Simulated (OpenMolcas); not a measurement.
# Ag6+: effect of the basis set

* Program: OpenMolcas
* Method: SS-CASPT2, IPEA 0.25 Eh, imaginary shift 0.1 Eh (closed shells correlated: 4s 4p)
* Active space: 5 electrons in 5 orbitals (4d)
* State averaging: 2S+1 = 6 even, 1 root; 2S+1 = 4 even, 24 roots; 2S+1 = 2 even, 75 roots
* Spin-orbit coupling: state interaction with AMFI integrals over the reference wave functions, term energies averaged over their components

A. ANO-R1 [6s4p3d1f], X2C, finite nucleus; CASPT2 step roughly 4 core-seconds
B. ANO-RCC-VDZP [6s5p3d1f], DKH2, point nucleus; CASPT2 step about 6 core-seconds
C. ANO-R2 [7s5p4d2f1g], X2C, finite nucleus; CASPT2 step roughly 17 core-seconds
D. ANO-RCC-VTZP [7s6p4d2f1g], DKH2, point nucleus; CASPT2 step about 11 core-seconds
E. ANO-R3 [8s6p5d3f2g1h], X2C, finite nucleus; CASPT2 step about 26 core-seconds
F. ANO-RCC-VQZP [8s7p5d3f2g1h], DKH2, point nucleus; CASPT2 step roughly 40 core-seconds

Energies in cm-1 above 4d5 6S 5/2, the measured ground level; measured values from the list in Gamrath, thesis, University of Mons (2023).

```tsv
Level	A	B	C	D	E	F	Measured
4d5 6S 5/2	0.0	0.0	0.0	0.0	0.0	0.0	0.0
4d5 4G 5/2 [73 %]	32890	32500	31130	31380	30740	31170	29390
4d5 4G 7/2	33940	33670	31970	32240	31580	32010	30378
4d5 4G 11/2	34250	34000	32240	32510	31830	32260	30662
4d5 4G 9/2	34480	34240	32430	32710	32030	32460	30907
4d5 4P 3/2 [53 %]	36310	35690	34770	34960	34480	34860	
4d5 4P 1/2 [65 %]	37860	37190	36330	36500	36020	36380	34605
4d5 4D 7/2	40500	40190	38090	38430	37750	38270	36485
4d5 4D 1/2 [66 %]	42500	42140	40200	40480	39860	40290	38685
4d5 4D 5/2 [54 %]	43090	42630	40900	41150	40540	40970	
4d5 4D 3/2 [53 %]	43510	43060	41290	41540	40940	41340	
4d5 2I 11/2	49420	48990	46720	47030	46070	46620	44011
4d5 2I 13/2	51020	50660	48120	48450	47460	48010	45546
4d5 2D 3/2(1) [52 %]	52900	52130	50540	50810	50100	50630	
4d5 4F 9/2 [65 %]	54560	54060	51640	52080	51180	51880	49104
4d5 4F 5/2	56380	55850	53440	53870	53000	53650	51049
4d5 2F 7/2(1) [51 %]	58300	57600	55570	55860	55080	55570	
4d5 4F 3/2 [52 %]	59080	58460	56170	56500	55700	56250	
4d5 2H 9/2 [50 %]	59530	58870	56580	56940	56000	56630	
4d5 2G 7/2(1)	62100	61580	58670	59070	58090	58740	55773
4d5 2H 11/2	63780	63090	60740	61030	60080	60610	57962
4d5 2F 7/2(2)	66070	65590	62260	62780	61720	62440	59792
4d5 2S 1/2	70630	70030	66550	67100	66020	66860	
4d5 2D 3/2(2)	79010	78180	74950	75510	74380	75260
```

Deviations, from unrounded energies. A percentage is the sum of absolute deviations over the sum of measured energies, with the sign that they share, or ± where signs differ.

| Against measurement | Levels | A | B | C | D | E | F |
| --- | --- | --- | --- | --- | --- | --- | --- |
| mean absolute deviation (cm-1) | 14 | 4700 | 4200 | 2100 | 2400 | 1600 | 2200 |
| other terms of the ground configuration (%) | 14 | +11.0 | +10.0 | +5.0 | +5.8 | +3.9 | +5.1 |

E lies closest to measurement on these levels and A furthest from it. The largest miss of E in the table is 4d5 2G 7/2(1), by +2300 cm-1. The ranking rests on the paired levels alone, and a cruder setting can come out closer through cancelling errors.

Among A to F the level of the table that moves most is 4d5 2D 3/2(2), by 4600 cm-1 (lowest in E, highest in A). Moves below CASPT2's spread within the term are not significant.

Term energies are means over components that CASPT2 splits; among the terms shown or strongly mixed into the levels shown the widest spread is 230 cm-1 (4d5 4F, C). The basis is small and was not contracted for so high a charge (holds for A; B). Computed and measured levels are paired by configuration, term and J; levels that our copy of the source lacks, or whose pairing is in doubt (as where it misses far off the trend of its configuration), stay unpaired and out of the deviations. Only configurations of the active space appear. The table leaves out levels that lie high or whose names do not pair safely across all columns.

A share in square brackets marks a mixed level and gives the weight of the term that names it, the lowest over the columns. A number in round brackets counts repeated terms of one configuration in the order of the reference energies.
